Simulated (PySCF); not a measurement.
Gas-phase equilibrium of 1 mol NaCl, 5.5 mol H₂O at 1000 K and 1.01 bar, among 21 species (ClO, O₂, HCl, O, HO₂, H₂O, H, HOCl, Na, H₂O₂, O₃, Na₂, H₂, Na₂(OH)₂, NaCl, NaOH, Cl, Cl₂, Na₂O, Na₂Cl₂, OH). Only gases are allowed; each row takes one source of thermochemistry for all species, and Cantera finds the minimum.

Computed with PySCF and rigid-rotor harmonic-oscillator thermochemistry at 1 bar. 'Table' is the NASA 1993 thermochemical table (part measured, part estimated). After a fit of one offset per element over all species, the range-separated, M06-2X, PBE0/def2-QZVP and CCSD(T)/def2-TZVPP enthalpies, where run, lie to one side of the table for NaOH (+16 kJ/mol): a fault of the table's entry, another state or a shared error of the levels is possible; this was not checked at source. S°(298 K) at PBE0/def2-TZVP differs from the NASA 1993 table for Na₂(OH)₂ (+8 J/mol/K), NaOH (+8 J/mol/K); whether the harmonic model or the table's entry is off was not settled. † marks an energy on the PBE0/def2-TZVP geometry and frequencies. Open shells (unrestricted) among the columns below: O₂ (multiplicity 3); the rest are closed-shell singlets. The harmonic model lacks anharmonicity and excited electronic states, which grow with temperature; levels with a mode under 35 cm⁻¹ are left out. Soft modes under 120 cm⁻¹ make the harmonic entropy rough for Na₂Cl₂. The table's entry may be an old estimate for Na₂(OH)₂, NaOH, Na₂Cl₂ (not checked at source).

Molecules larger than those listed are left out. Table species left out: NaH, NaO.

Mole fractions:

| thermochemistry | x H₂O | x Na₂Cl₂ | x NaCl | x HCl | x Na₂(OH)₂ | x NaOH | x H₂ | x O₂ |
|---|---|---|---|---|---|---|---|---|
| table | 0.92 | 0.081 | 0.0035 | 2.1e-5 | 3.7e-7 | 2.0e-5 | 2.3e-7 | 1.1e-7 |
| BLYP/def2-TZVP† | 0.91 | 0.079 | 0.0076 | 0.00011 | 4.2e-5 | 2.8e-5 | 8.8e-6 | 4.4e-6 |
| PBE0/def2-SVP† | 0.92 | 0.083 | 0.00069 | 2.4e-5 | 1.2e-5 | 8.6e-7 | 4.3e-6 | 2.1e-6 |
| r2SCAN/def2-TZVP† | 0.92 | 0.082 | 0.0028 | 3.5e-5 | 1.3e-5 | 8.6e-6 | 4.1e-6 | 2.0e-6 |
| LDA/def2-TZVP† | 0.92 | 0.082 | 0.0018 | 8.6e-5 | 4.0e-5 | 6.9e-6 | 2.9e-7 | 1.4e-7 |
| ωB97M-V/def2-TZVP† | 0.92 | 0.082 | 0.0028 | 3.6e-5 | 1.4e-5 | 8.0e-6 | 9.6e-7 | 4.8e-7 |
The most sensitive of these is Na₂(OH)₂: it spans a factor of 10^2.1 over these rows; at this temperature one factor of ten is RT ln 10 = 19 kJ/mol.
